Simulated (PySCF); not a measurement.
GeSe, SMILES [Ge]=[Se] (connectivity only; charge and spin as stated), neutral, multiplicity 1. Atoms are numbered in the order given.

```xyz
2

Ge     0.0000     0.0000    -1.1111
Se     0.0000     0.0000     1.0458
```

Geometry optimised at B3LYP-D3(BJ)/def2-TZVP.

Two levels are set side by side: PBE/pcSseg-2 (PySCF) and KT2/pcSseg-2 (PySCF). GIAO shifts against GeH4 (⁷³Ge), Me2Se (⁷⁷Se) at the same level; non-relativistic, no solvent, atoms listed together averaged. Differences are taken from unrounded values.

```
quantity                 KT2
--------------------  ------
δ(⁷³Ge) of Ge1 (ppm)  1426.3
δ(⁷⁷Se) of Se2 (ppm)  1570.1
```

**Question.** What does PBE give, and how far is it from KT2? (An estimate is asked for; the answer gives what the named calculation found.)

**Answer.** 
```csv
quantity,PBE,PBE minus KT2
δ(⁷³Ge) of Ge1 (ppm),1493.0,66.7
δ(⁷⁷Se) of Se2 (ppm),1611.7,41.6
```

Rough cost on one machine, each run with all the roots and properties that it gave: KT2 against PBE within a factor of 2.
